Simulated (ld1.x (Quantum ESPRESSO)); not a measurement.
platinum (Pt), TM: configuration errors across variants

```json
{
  "Element": "platinum (Pt)",
  "Generator": "ld1.x (Quantum ESPRESSO) 7.5",
  "Type": "norm-conserving Troullier–Martins (Kleinman–Bylander form)",
  "Functional": "LDA (PZ)",
  "Relativity": "scalar-relativistic",
  "Frozen core": "[Xe] 4f14",
  "Valence charge": "10",
  "Reference configuration": "5d9 6s0.75 6p0.25",
  "Partial waves": "6p (bound): rc 3.70 bohr; 5d (bound): rc 1.70 bohr; 6s (bound): rc 2.20 bohr",
  "Local potential": "the s channel",
  "Core correction": "none"
}
```

All-electron excitation energies from the reference (eV): (1) 5d9 6s1 6p0 -1.258; (2) 5d9 6s0 6p0 8.287; (3) 5d8 6s0 6p0 28.546; (4) 5d9.5 6s0.5 6p0 -1.344; (5) 5d7 6s0 6p0 61.058; (6) 5d9 6s0.5 6p0 2.602; (7) 5d8 6s2 6p0 -0.328; (8) 5d9 6s0.75 6p0.25 spin -0.346; (9) 5d9 6s1 6p0 spin -1.637.

Spin tests fill each open shell by Hund’s rule, majority spin first.

Tests that are not counted but printed errors over 1 eV. “type PAW; waves now 6s (bound): rcut 1.90, rcutus 2.20 bohr; 6s channel at 0.2 Ry: rcut 1.90, rcutus 2.20 bohr; 6p (bound): rcut 3.20, rcutus 3.70 bohr; 6p channel at 4.3 Ry: rcut 3.20, rcutus 3.70 bohr; 5d (bound): rcut 1.50, rcutus 1.70 bohr; 5d channel at 0.1 Ry: rcut 1.50, rcutus 1.70 bohr; local potential all-electron potential smoothed inside 2.15 bohr (lloc = -1); core correction a·sin(br)/r model core, default radius (ld1.x builds one for every PAW set, though the input has nlcc=.false.); augmentation BESSEL, radius 1.20 bohr”: 5d7 6s0 6p0 (solver errors, printed error -397 eV).

2 further variants failed, have other tests or too few solved ones, and are left out.

Errors AE − PS in meV (a dash: test not solved or not reliable):

```csv
change,(1),(2),(3),(4),(5),(6),(7),(8),(9),bound ghosts
base,+0.6,-6.0,-35,-12,-211,-1.8,-52,+99,+104,none
"type PAW; waves now 6s (bound): rcut 1.90, rcutus 2.20 bohr; 6s channel at 0.2 Ry: rcut 1.90, rcutus 2.20 bohr; 6p (bound): rcut 3.20, rcutus 3.70 bohr; 6p channel at 4.3 Ry: rcut 3.20, rcutus 3.70 bohr; 5d (bound): rcut 1.50, rcutus 1.70 bohr; 5d channel at 0.1 Ry: rcut 1.50, rcutus 1.70 bohr; local potential all-electron potential smoothed inside 2.15 bohr (lloc = -1); core correction a·sin(br)/r model core, default radius (ld1.x builds one for every PAW set, though the input has nlcc=.false.); augmentation BESSEL, radius 1.20 bohr",+1.3,+4.2,-25,-3.6,–,+2.1,–,–,–,none
local potential all-electron potential smoothed inside 2.80 bohr (lloc = -1),+0.6,-6.1,-22,-9.6,-150,-1.8,-42,+99,+104,none
```

**Question.** Give the same row for: wave 6s (bound): rc 2.20 bohr becomes 6s (bound): rc 2.92 bohr.

**Answer.** +0.6, -3.0, -43, -8.1, -239, -1.3, -18, +99, +105; bound ghosts: none.
